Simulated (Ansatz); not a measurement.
Computed with Ansatz on PBE0-D4/def2-TZVP structures; ΔE is electronic, products minus reactants. CBS: MP2 limit from def2 TZ/QZ plus the TZ coupled-cluster correction, frozen cores. This one scheme is used for every species. Functionals use def2-TZVPP. B3LYP here is the variant with VWN-RPA as its local correlation; programs differ in this. For Se outer-core shells are correlated without core-valence functions, which leaves a few kJ/mol of doubt a bond. Scalar relativity is left out up to krypton. Each species was taken in one conformer, which may not be the lowest.

`F[SiH2]C1C[SiH2]1` + H₂Se → `[SeH]C1C[SiH2]1` + `F[SiH3]`  (substitution at a C–Si bond)

`F[SiH2]C1C[SiH2]1`:

Cartesian coordinates in Å:
```
F 1.793 -1.959 -0.936
Si 0.279 -1.436 -0.879
C 0.228 0.351 -0.475
C -1.061 0.901 0.204
Si 0.436 0.931 1.273
H -0.320 -1.750 -2.203
H -0.432 -2.192 0.186
H 0.656 1.008 -1.230
H -1.843 0.177 0.413
H -1.451 1.827 -0.204
H 1.133 2.212 1.503
H 0.583 -0.071 2.348
```

H₂Se:

Z-matrix (Å, degrees):
```
Se
H 1 1.467
H 1 1.467 2 91.2
```

`[SeH]C1C[SiH2]1`:

```xyz
10

Se    0.812    0.077   -2.084
C     0.171    0.625   -0.349
C    -1.207    0.052    0.049
Si    0.197   -0.529    1.096
H     2.201   -0.190   -1.686
H     0.288    1.689   -0.175
H    -1.921    0.769    0.441
H    -1.652   -0.650   -0.650
H     0.367    0.043    2.449
H     0.744   -1.886    0.908
```

`F[SiH3]`:

Z-matrix (Å, degrees):
```
Si
F 1 1.600
H 1 1.482 2 108.3
H 1 1.482 2 108.3 3 -120.0
H 1 1.482 2 108.3 3 120.0
```

Task: Is it downhill or uphill in electronic energy at CCSD(T)/CBS, and by how much? (An estimate is asked.)

Result: Ansatz gave: Uphill: ΔE = +65.1 kJ/mol.

Task: What do these levels give: r2SCAN-D4, PBE0-D4, B3LYP-D4, ωB97M-V, r2SCAN, PBE0, B3LYP, SCS-MP2/def2-TZVPP, CCSD(T)/def2-TZVPP, HF/def2-QZVPP, MP2/def2-QZVPP, SCS-MP2/def2-QZVPP? (An estimate is asked.)

Result: The calculation gave: r2SCAN-D4 70.3, PBE0-D4 67.9, B3LYP-D4 64.6, ωB97M-V 69.0, r2SCAN 69.8, PBE0 67.1, B3LYP 63.7, SCS-MP2/def2-TZVPP 58.2, CCSD(T)/def2-TZVPP 63.4, HF/def2-QZVPP 64.3, MP2/def2-QZVPP 61.4, SCS-MP2/def2-QZVPP 59.3 kJ/mol.

Largest T1 diagnostic among the species: 0.011.
